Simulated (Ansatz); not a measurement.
One change: `[F][Ti]([F])([Cl])[Cl]` becomes `[OH][Ti]([F])([Cl])[Cl]`.

Ansatz, PBE0-D4/def2-TZVP geometries, multiplicity 1. Each molecule was computed in one conformer, which needn't be the lowest.

Scalar relativity is left out up to krypton.

```json
{"property": "HOMO energy (ωB97M-V/def2-TZVPP) / eV", "`[F][Ti]([F])([Cl])[Cl]`": "-12.06"}
{"property": "size of the dipole moment (B3LYP/def2-TZVPP) / D", "`[F][Ti]([F])([Cl])[Cl]`": "0.32"}
{"property": "LUMO energy (PBE/def2-TZVPP) / eV", "`[F][Ti]([F])([Cl])[Cl]`": "-4.40"}
{"property": "size of the dipole moment (PBE/def2-TZVPP) / D", "`[F][Ti]([F])([Cl])[Cl]`": "0.20"}
{"property": "ideal-gas entropy at 298 K and 1 bar (rigid rotor, harmonic PBE0-D4/def2-TZVP) / J/(mol·K)", "`[F][Ti]([F])([Cl])[Cl]`": "345"}
{"property": "HOMO–LUMO gap (PBE/def2-TZVPP) / eV", "`[F][Ti]([F])([Cl])[Cl]`": "4.05"}
```

Task: What does the change do to each property? (Estimate.)

Result: Computed: 
| property | `[OH][Ti]([F])([Cl])[Cl]` | shift |
| --- | --- | --- |
| HOMO energy (ωB97M-V/def2-TZVPP) / eV | -11.53 | 0.53 |
| size of the dipole moment (B3LYP/def2-TZVPP) / D | 2.59 | 2.27 |
| LUMO energy (PBE/def2-TZVPP) / eV | -3.89 | 0.51 |
| size of the dipole moment (PBE/def2-TZVPP) / D | 2.60 | 2.40 |
| ideal-gas entropy at 298 K and 1 bar (rigid rotor, harmonic PBE0-D4/def2-TZVP) / J/(mol·K) | 371 | 26 |
| HOMO–LUMO gap (PBE/def2-TZVPP) / eV | 4.03 | -0.02 |

The zero-point energy changes by 25.9 kJ/mol with +3 modes. Dipoles are sizes alone; their direction can turn.

B3LYP here is the variant with VWN-RPA as its local correlation; programs differ in this.
